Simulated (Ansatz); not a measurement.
CH₈AsNSi (`NC([SiH3])[AsH2]`) at its PBE0-D4/def2-TZVP geometry, where that method's forces vanish. Total charge 0; spin multiplicity 1.

```xyz
12

N    -1.2337    1.1181    0.3737
C     0.0418    0.5938   -0.0932
Si   -0.1753   -1.1157   -0.8398
As    1.2645    0.5403    1.4777
H    -1.9194    1.1439   -0.3712
H    -1.1413    2.0587    0.7389
H     0.5639    1.2334   -0.8236
H    -0.6630   -2.0718    0.1860
H    -1.1742   -1.0623   -1.9494
H     1.1221   -1.5831   -1.3942
H     2.4600   -0.0172    0.7138
H     0.8544   -0.8382    1.9812
```

**Question.** What forces (eV/Å) does PBE-D4/def2-TZVPP give on these atoms in the Gaussian-basis code of Ansatz? (Best estimate.)

**Answer.** Ansatz gave: 
```
N1  -0.091 -0.222  0.248
C2  -0.007 -0.066 -0.141
Si3  0.004 -0.039 -0.026
As4  0.094  0.338  0.330
H5  -0.244  0.012 -0.246
H6   0.018  0.333  0.127
H7   0.148  0.116 -0.152
H8  -0.051 -0.097  0.107
H9  -0.107 -0.004 -0.118
H10  0.128 -0.050 -0.060
H11  0.161 -0.104 -0.115
H12 -0.054 -0.218  0.048
```
